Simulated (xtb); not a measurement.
HClO, singlet, from a rough starting geometry; GFN2-xTB (xtb).

xtb was given this input:
```
$ xtb mol.xyz --gfn 2 --opt vtight --json

# file mol.xyz
3

O      0.30108556     0.47888390     0.02349756
H     -0.64827542     0.74396331     0.01165595
Cl     0.37513705    -1.20993669    -0.00076409
```

The log (banner, timings and long lists left out):

```
   ID    Z sym.   atoms
    1    8 O      1
    2    1 H      2
    3   17 Cl     3

           -------------------------------------------------
          |                Calculation Setup                |
           -------------------------------------------------

           -------------------------------------------------
          |                 G F N 2 - x T B                 |
           -------------------------------------------------

          ...................................................
          :                      SETUP                      :
          :.................................................:
          :  # basis functions                  15          :
          :  # atomic orbitals                  14          :
          :  # shells                            6          :
          :  # electrons                        14          :
          :  max. iterations                   250          :
          :  Hamiltonian                  GFN2-xTB          :
          :  restarted?                      false          :
          :  GBSA solvation                  false          :
          :  PC potential                    false          :
          :  electronic temp.          300.0000000     K    :
          :  accuracy                    1.0000000          :
          :  -> integral cutoff          0.2500000E+02      :
          :  -> integral neglect         0.1000000E-07      :
          :  -> SCF convergence          0.1000000E-05 Eh   :
          :  -> wf. convergence          0.1000000E-03 e    :
          :  Broyden damping             0.4000000          :
          :  net charge                          0          :
          :  unpaired electrons                  0          :
          ...................................................

 iter      E             dE          RMSdq      gap      omega  full diag
   1     -9.0730733 -0.907307E+01  0.909E+00    4.48       0.0  T
   2     -9.0767519 -0.367864E-02  0.477E+00    4.49       1.0  T
   3     -9.0770242 -0.272278E-03  0.804E-01    4.46       1.0  T
   4     -9.0771222 -0.979495E-04  0.231E-01    4.45       1.0  T
   5     -9.0771540 -0.318474E-04  0.104E-01    4.46       1.0  T
   6     -9.0771629 -0.883785E-05  0.619E-02    4.46       1.0  T
   7     -9.0771655 -0.264783E-05  0.227E-02    4.46       2.5  T
   8     -9.0771659 -0.437619E-06  0.101E-02    4.46       5.7  T
   9     -9.0771660 -0.921042E-07  0.668E-03    4.46       8.6  T
  10     -9.0771662 -0.117738E-06  0.186E-03    4.47      31.0  T
  11     -9.0771662 -0.335716E-08  0.676E-04    4.47      85.5  T
  12     -9.0771662 -0.468390E-09  0.553E-05    4.47    1044.0  T

   *** convergence criteria satisfied after 12 iterations ***

         :::::::::::::::::::::::::::::::::::::::::::::::::::::
         ::                     SUMMARY                     ::
         :::::::::::::::::::::::::::::::::::::::::::::::::::::
         :: total energy              -9.063224389364 Eh    ::
         :: gradient norm              0.022213515018 Eh/a0 ::
         :: HOMO-LUMO gap              4.466663758050 eV    ::
         ::.................................................::
         :: SCC energy                -9.077166160347 Eh    ::
         :: -> isotropic ES            0.018074953518 Eh    ::
         :: -> anisotropic ES         -0.003312424934 Eh    ::
         :: -> anisotropic XC         -0.001768470243 Eh    ::
         :: -> dispersion             -0.000593166858 Eh    ::
         :: repulsion energy           0.013941770983 Eh    ::
         :: add. restraining           0.000000000000 Eh    ::
         :: total charge               0.000000000000 e     ::
         :::::::::::::::::::::::::::::::::::::::::::::::::::::

      -----------------------------------------------------------
     |                   =====================                   |
     |                        A N C O P T                        |
[...]
 * total energy  :    -9.0632244 Eh     change       -0.2611245E-11 Eh
 * total energy  :    -9.0635516 Eh     change       -0.3271978E-03 Eh
 * total energy  :    -9.0635958 Eh     change       -0.4421218E-04 Eh
 * total energy  :    -9.0635985 Eh     change       -0.2708097E-05 Eh
 * total energy  :    -9.0635989 Eh     change       -0.3599576E-06 Eh
 * total energy  :    -9.0635989 Eh     change       -0.4833987E-08 Eh
   *** GEOMETRY OPTIMIZATION CONVERGED AFTER 6 ITERATIONS ***
         :: total energy              -9.063598872275 Eh    ::
[...]
         :: SCC energy                -9.080285746311 Eh    ::
         :: -> isotropic ES            0.017905443727 Eh    ::
         :: -> anisotropic ES         -0.003320034782 Eh    ::
         :: -> anisotropic XC         -0.001723226576 Eh    ::
         :: -> dispersion             -0.000593212142 Eh    ::
         :: repulsion energy           0.016686874036 Eh    ::
         :: add. restraining           0.000000000000 Eh    ::
         :: total charge               0.000000000000 e     ::
         :::::::::::::::::::::::::::::::::::::::::::::::::::::

           -------------------------------------------------
          |                Property Printout                |
           -------------------------------------------------

    * Orbital Energies and Occupations

         #    Occupation            Energy/Eh            Energy/eV
      -------------------------------------------------------------
         1        2.0000           -1.0750597             -29.2539
         2        2.0000           -0.7103352             -19.3292
         3        2.0000           -0.5996279             -16.3167
         4        2.0000           -0.5559641             -15.1286
         5        2.0000           -0.5231395             -14.2353
         6        2.0000           -0.4463443             -12.1456
         7        2.0000           -0.4301036             -11.7037 (HOMO)
         8                         -0.2664595              -7.2507 (LUMO)
         9                         -0.0104546              -0.2845
        10                         -0.0101318              -0.2757
        11                         -0.0081745              -0.2224
        12                          0.0004167               0.0113
        13                          0.1102245               2.9994
        14                          0.1358967               3.6979
      -------------------------------------------------------------
                  HL-Gap            0.1636441 Eh            4.4530 eV
             Fermi-level           -0.3482816 Eh           -9.4772 eV

     #   Z          covCN         q      C6AA      α(0)
     1   8 O        1.734    -0.371    20.267     6.079
     2   1 H        0.809     0.326     0.648     1.264
     3  17 Cl       0.934     0.045    97.849    15.133

 Mol. C6AA /au·bohr⁶  :        229.821936
 Mol. C8AA /au·bohr⁸  :       7522.427471
 Mol. α(0) /au        :         22.475733

Wiberg/Mayer (AO) data.
largest (>0.10) Wiberg bond orders for each atom

 ---------------------------------------------------------------------------
     #   Z sym  total        # sym  WBO       # sym  WBO       # sym  WBO
 ---------------------------------------------------------------------------
     1   8 O    1.936 --     3 Cl   1.045     2 H    0.891
     2   1 H    0.894 --     1 O    0.891
     3  17 Cl   1.048 --     1 O    1.045
 ---------------------------------------------------------------------------

Topologies differ in total number of bonds
Writing topology from bond orders to xtbtopo.mol

molecular dipole:
                 x           y           z       tot (Debye)
 q only:       -0.570       0.002      -0.009
   full:       -0.612      -0.066      -0.011       1.566
molecular quadrupole (traceless):
                xx          xy          yy          xz          yz          zz
 q only:        0.112      -1.205       0.342      -0.027      -0.008      -0.453
  q+dip:        0.787      -2.185      -0.580      -0.036      -0.044      -0.207
   full:        0.288      -2.237       0.718      -0.032      -0.013      -1.006

optimized geometry written to: xtbopt.xyz

           -------------------------------------------------
          | TOTAL ENERGY               -9.063598872275 Eh   |
          | GRADIENT NORM               0.000036562865 Eh/α |
          | HOMO-LUMO GAP               4.452983657674 eV   |
           -------------------------------------------------

normal termination of xtb
```
